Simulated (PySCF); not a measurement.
Computed shifts of a molecule C3H5F3O, PBE/pcSseg-1 run with PySCF, GIAO, gas phase, equivalent atoms averaged, in ppm (number of nuclei): ¹³C: 136.5 (1), 68.2 (1), 18.3 (1). ¹⁹F: -104.0 (3). ¹H: 4.26 (2), 1.67 (3). References: ¹³C against TMS (σ = 182.0 ppm); ¹⁷O against H2O (σ = 334.3 ppm); ¹⁹F against CFCl3 (σ = 133.6 ppm); ¹H against TMS (σ = 31.49 ppm), references at their B3LYP-D3(BJ)/def2-TZVP geometries, non-relativistic. Geometry: ωB97X-D3(BJ)/def2-SVP. The values are those of a single conformer.

Task: Which molecule gave these data?
A. CCOC(F)(F)F
B. C[C@H](O)C(F)(F)F
C. COCC(F)(F)F
D. OCCC(F)(F)F

Result: A, CCOC(F)(F)F
